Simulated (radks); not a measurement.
The numbers below are computed, except where a source is named.
Q: All-electron atom: the strontium ion Sr+ in [Kr] 5s1. Code: a radial shooting solver on a logarithmic mesh with Libxc functionals. Model: scalar-relativistic Kohn-Sham, PBE, spin-unpolarised, spherical densities, point nucleus. Some entries of the table are withheld. Estimate them.

orbital  occ.  eigenvalue (eV)  <1/r> (bohr^-1)  <r> (bohr)
1s          2        -15943.85            39.00     0.03916
2s          2        -2164.449            8.703      0.1725
2p          6        -1923.913            8.497         (1)
3s          2        -340.1885            2.918      0.4920
3p          6        -262.5617              (2)      0.4985
3d         10              (3)              (4)      0.4983
4s          2         -47.2318           0.9905       1.355
4p          6         -29.1140           0.8500       1.561
5s          1          -8.3483           0.3272         (5)

A: 
(1) 2p <r> (bohr): 0.1504
(2) 3p <1/r> (bohr^-1): 2.762
(3) 3d eigenvalue (eV): -134.4221
(4) 3d <1/r> (bohr^-1): 2.507
(5) 5s <r> (bohr): 3.897
